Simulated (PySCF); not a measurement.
# GaBr under electron impact: the energy ladder

PBE0 in PySCF with def2-TZVPPD on every atom, for the lowest determinant that a PBE0 search found; no spin–orbit coupling.

```tsv
species	state (unpaired electrons)	Re (Å)	ωe (cm⁻¹)	energy of the minimum from the neutral (eV)	De (eV)	dissociates to
GaBr	singlet (closed shell)	2.375	264	0.00	4.40	Ga + Br
GaBr⁺	doublet (σ ↑)	2.245	294	9.46	0.93	Ga⁺ + Br
GaBr⁻	doublet (π ↑)	2.590	170	-0.28	1.21	Ga + Br⁻
```

Problem. Work out the lowest energy to break GaBr into atoms, from its vibrational ground state.

Solution. D0 = De − ωe/2 = 4.40 − 0.02 = 4.38 eV (PBE0/def2-TZVPPD).

Problem. Work out the ionisation energy of the Ga atom at this level and the threshold of dissociative ionisation.

Solution. IE(Ga) = 9.46 + 0.93 − 4.40 = 5.99 eV, so Ga⁺ + Br + e⁻ appears at D0 + IE(Ga) = 10.37 eV (PBE0/def2-TZVPPD). The measured IE(Ga) is 5.999 eV (NIST ASD).

Problem. Work out the electron affinity of the Br atom and the threshold of dissociative attachment.

Solution. EA(Br) = 4.40 − 1.21 − (-0.28) = 3.47 eV, so Ga + Br⁻ needs D0 − EA(Br) = 0.91 eV (PBE0/def2-TZVPPD). The measured EA(Br) is 3.364 eV.

Problem. At which energy does ion-pair formation open?

Solution. Ga⁺ + Br⁻ lies at D0 + IE(Ga) − EA(Br) = 6.90 eV (PBE0/def2-TZVPPD).

These are thermodynamic thresholds; the onsets seen under electron impact lie higher where the geometry changes, and cross-sections peak well above them.

For an ion De counts to the pair picked by the measured ionisation energies or electron affinities, which need not be the lowest pair at this level. The highest Kohn–Sham level is positive in this anion. Much of that is self-interaction error, but it also means that the finite basis helps to hold the extra electron. States were picked by a PBE0 search and need not be the measured ground states.
